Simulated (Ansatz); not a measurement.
One change: `C[CH2][In]([Cl])[CH](C)C` becomes `C[CH2][In]([F])[Cl]`.

Ansatz, PBE0-D4/def2-TZVP geometries, multiplicity 1. Each molecule was computed in one conformer, which needn't be the lowest.

Elements past krypton have def2 core potentials.

| property | `C[CH2][In]([Cl])[CH](C)C` |
| --- | --- |
| LUMO energy (B3LYP/def2-TZVPP) / eV | -1.52 |
| HOMO–LUMO gap (B3LYP/def2-TZVPP) / eV | 5.17 |
| HOMO energy (ωB97M-V/def2-TZVPP) / eV | -8.97 |
| HOMO energy (PBE/def2-TZVPP) / eV | -5.80 |
| size of the dipole moment (ωB97M-V/def2-TZVPP) / D | 3.78 |
| HOMO energy (PBE0/def2-TZVPP) / eV | -6.89 |

Q: Give the same properties after the change, and the shifts. (Best estimate.)

A: The calculation gave: 
```json
{"property": "LUMO energy (B3LYP/def2-TZVPP) / eV", "`C[CH2][In]([F])[Cl]`": "-1.93", "shift": "-0.41"}
{"property": "HOMO–LUMO gap (B3LYP/def2-TZVPP) / eV", "`C[CH2][In]([F])[Cl]`": "6.21", "shift": "1.04"}
{"property": "HOMO energy (ωB97M-V/def2-TZVPP) / eV", "`C[CH2][In]([F])[Cl]`": "-10.48", "shift": "-1.51"}
{"property": "HOMO energy (PBE/def2-TZVPP) / eV", "`C[CH2][In]([F])[Cl]`": "-7.09", "shift": "-1.29"}
{"property": "size of the dipole moment (ωB97M-V/def2-TZVPP) / D", "`C[CH2][In]([F])[Cl]`": "4.38", "shift": "0.60"}
{"property": "HOMO energy (PBE0/def2-TZVPP) / eV", "`C[CH2][In]([F])[Cl]`": "-8.34", "shift": "-1.45"}
```

With PBE0 the HOMO falls by 1.45 eV and the LUMO falls by 0.36 eV, so the gap widens by about 1.09 eV. PBE moves the HOMO by -1.29 eV and ωB97M-V by -1.51 eV. Dipoles are sizes alone; their direction can turn.

B3LYP here is the variant with VWN-RPA as its local correlation; programs differ in this.
